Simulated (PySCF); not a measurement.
# Two-component Hartree-Fock for Os(31+) (osmium, charge +31)

Start: [Kr] 4d9; 4d3/2 filled at m_j = -1/2, +1/2, +3/2; 4d5/2 filled at m_j = -5/2, -3/2, -1/2, +1/2, +3/2, +5/2. Calculated with PySCF 2.14 in an even-tempered Gaussian basis (17 s from 2.9 bohr⁻², ratio 2.8; 14 p from 3.8 bohr⁻², ratio 2.8; 9 d from 3.8 bohr⁻², ratio 2.8; 3 f from 18 bohr⁻², ratio 3): generalised Hartree-Fock with the X2C-1e Hamiltonian and a Gaussian nucleus; one run each with spin-orbit coupling (SO) screened by Boettger's factors, then bare. This is a chosen level, not necessarily the ground level.

```json
{"spinor shell": "1s1/2", "electrons": "2", "ε, screened SO (eV)": "-75408.4", "ε, bare SO (eV)": "-75406.9", "weight of nominal j (bare SO)": "1.000", "rms radius, bare SO (bohr)": "0.0201"}
{"spinor shell": "2s1/2", "electrons": "2", "ε, screened SO (eV)": "-14237.3", "ε, bare SO (eV)": "-14236.9", "weight of nominal j (bare SO)": "1.000", "rms radius, bare SO (bohr)": "0.0810"}
{"spinor shell": "2p1/2", "electrons": "2", "ε, screened SO (eV)": "-13655.9", "ε, bare SO (eV)": "-13691.7", "weight of nominal j (bare SO)": "1.000", "rms radius, bare SO (bohr)": "0.0686"}
{"spinor shell": "2p3/2", "electrons": "4", "ε, screened SO (eV)": "-12121.4", "ε, bare SO (eV)": "-12110.0", "weight of nominal j (bare SO)": "1.000", "rms radius, bare SO (bohr)": "0.0765"}
{"spinor shell": "3s1/2", "electrons": "2", "ε, screened SO (eV)": "-4261.2", "ε, bare SO (eV)": "-4261.1", "weight of nominal j (bare SO)": "1.000", "rms radius, bare SO (bohr)": "0.207"}
{"spinor shell": "3p1/2", "electrons": "2", "ε, screened SO (eV)": "-4004.9", "ε, bare SO (eV)": "-4012.7", "weight of nominal j (bare SO)": "1.000", "rms radius, bare SO (bohr)": "0.197"}
{"spinor shell": "3d3/2", "electrons": "4", "ε, screened SO (eV)": "-3236.9", "ε, bare SO (eV)": "-3243.9", "weight of nominal j (bare SO)": "1.000", "rms radius, bare SO (bohr)": "0.186"}
{"spinor shell": "3d5/2", "electrons": "6", "ε, screened SO (eV)": "-3164.6", "ε, bare SO (eV)": "-3160.2", "weight of nominal j (bare SO)": "1.000", "rms radius, bare SO (bohr)": "0.191"}
{"spinor shell": "4s1/2", "electrons": "2", "ε, screened SO (eV)": "-1731.1", "ε, bare SO (eV)": "-1731.1", "weight of nominal j (bare SO)": "1.000", "rms radius, bare SO (bohr)": "0.431"}
{"spinor shell": "4p1/2", "electrons": "2", "ε, screened SO (eV)": "-1614.2", "ε, bare SO (eV)": "-1616.5", "weight of nominal j (bare SO)": "1.000", "rms radius, bare SO (bohr)": "0.432"}
{"spinor shell": "4p3/2", "electrons": "4", "ε, screened SO (eV)": "-1519.1", "ε, bare SO (eV)": "-1518.4", "weight of nominal j (bare SO)": "1.000", "rms radius, bare SO (bohr)": "0.460"}
{"spinor shell": "4d3/2", "electrons": "3", "ε, screened SO (eV)": "-1334.3", "ε, bare SO (eV)": "-1336.3", "weight of nominal j (bare SO)": "0.998", "rms radius, bare SO (bohr)": "0.454"}
{"spinor shell": "4d5/2", "electrons": "6", "ε, screened SO (eV)": "-1314.6", "ε, bare SO (eV)": "-1313.4", "weight of nominal j (bare SO)": "0.999", "rms radius, bare SO (bohr)": "0.463"}
```

(1) Where does 3p3/2 lie, and what is the 3p spin-orbit splitting (bare SO)?

```csv
quantity,screened SO,bare SO
E (hartree),-16773.99277,-16775.37479
M_J,3/2,3/2
⟨J²⟩,3.751,3.751
⟨L²⟩,6.093,6.100
⟨S²⟩,0.842,0.849
```

Each row is a mean over spinors that exchange with the open shell spreads, by up to 12.904 eV (4p1/2).

Breit and QED terms are absent; they matter most for the inner s and p1/2 levels.

Densities and radii are taken from the X2C orbitals without a picture-change correction, which distorts them close to the nucleus.

## Answers

(1) At -3658.8 eV, 353.94 eV above 3p1/2.
